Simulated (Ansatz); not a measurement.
C$_{7}$H$_{12}$ClFN$_{2}$Zr, SMILES `C[N](C)[Zr]1234([NH2])([Cl])[C@@H]5[C@H]1[C@H]2[C@@]3(F)[C@@H]54`. Total charge 0; spin multiplicity 1. Correlated methods include outer-core shells of Zr, which these sets cover unevenly. Zr takes the def2 core potential.

```xyz
24

C    -1.8582   -1.9702   -0.3534
N    -1.4945   -0.6382    0.0502
C    -2.1492   -0.2289    1.2708
Zr   -0.0501    0.6149   -0.6250
N     0.3645   -0.1373   -2.4633
Cl   -1.1776    2.7275   -0.8685
C     2.2047   -0.2739    0.0169
C     2.4624    1.0315   -0.4486
C     1.8713    1.9504    0.4439
C     1.2831    1.1863    1.4665
F     0.6321    1.6887    2.5136
C     1.4616   -0.1839    1.2202
H    -1.5990   -2.7153    0.4147
H    -1.3437   -2.2429   -1.2760
H    -2.9412   -2.0500   -0.5272
H    -3.2408   -0.2017    1.1479
H    -1.8436    0.7811    1.5696
H    -1.9207   -0.9053    2.1083
H     1.2300   -0.4078   -2.9036
H    -0.3727   -0.1542   -3.1599
H     2.5189   -1.1931   -0.4541
H     2.9933    1.2912   -1.3520
H     1.8553    3.0262    0.3678
H     1.1144   -0.9950    1.8410
```

**Question.** Give the diagnostics of a CCSD(T)/def2-TZVPP run (frozen core, Ansatz 0.2.0). (An estimate is asked.)

**Answer.** Ansatz gave: T1 = 0.0145, largest single amplitude 0.038, largest double 0.023, (T) share of the correlation energy 4.6 %, 12 CCSD cycles. The RHF solution is stable towards an unrestricted one. T1 lies under the customary mark of 0.02 for closed shells.
